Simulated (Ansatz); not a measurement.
Consider the isomerisation: `[SiH3]CC=S` → `C[SiH]1CS1`.

Isolated molecules relaxed with PBE0-D4/def2-TZVP in Ansatz; ΔE leaves out vibrations. CCSD(T)/CBS adds triple-zeta CCSD(T) − MP2 to the extrapolated MP2 energy (def2 sets, frozen cores). DFT in def2-TZVPP. HSE06 is defined as in plane-wave codes. One conformer a species, not always the lowest.

`[SiH3]CC=S`:

Cartesian coordinates in Å:
```
Si -1.232 -0.405 0.277
C 0.665 -0.397 0.144
C 1.097 0.818 -0.564
S 1.592 2.195 0.118
H -1.665 0.730 1.126
H -1.662 -1.693 0.879
H -1.825 -0.273 -1.078
H 0.944 -1.302 -0.407
H 1.064 -0.435 1.160
H 1.023 0.762 -1.654
```

`C[SiH]1CS1`:

```xyz
10

C     0.251   -1.496    0.450
Si   -0.538   -0.024   -0.359
C     0.108    1.673   -0.068
S     0.514    1.077   -1.790
H     0.139   -2.385   -0.175
H     1.316   -1.315    0.604
H    -0.218   -1.700    1.417
H    -1.997   -0.174   -0.563
H    -0.565    2.525   -0.063
H     0.991    1.820    0.546
```

Question: Is it downhill or uphill in electronic energy at CCSD(T)/CBS, and by how much? (Best estimate.)

Answer: Ansatz gave: Downhill: ΔE = -114.2 kJ/mol.

Question: What do these levels give: PBE-D4, r2SCAN-D4, HSE06-D4, HF/def2-TZVPP, MP2/def2-QZVPP, HF/CBS(def2)? (Estimate.)

Answer: Computed: PBE-D4 -119.0, r2SCAN-D4 -123.3, HSE06-D4 -127.1, HF/def2-TZVPP -95.4, MP2/def2-QZVPP -122.8, HF/CBS(def2) -95.0 kJ/mol.

Largest T1 diagnostic among the species: 0.016.

In def2-TZVPP, CCSD(T) changes the Hartree–Fock value by −11.6 kJ/mol (the triples alone add +1.3 kJ/mol) and MP2 by −23.4 kJ/mol. From r2SCAN to r2SCAN0 (25 % exact exchange), in def2-TZVPP and without D4, ΔE moves by −6.3 kJ/mol.
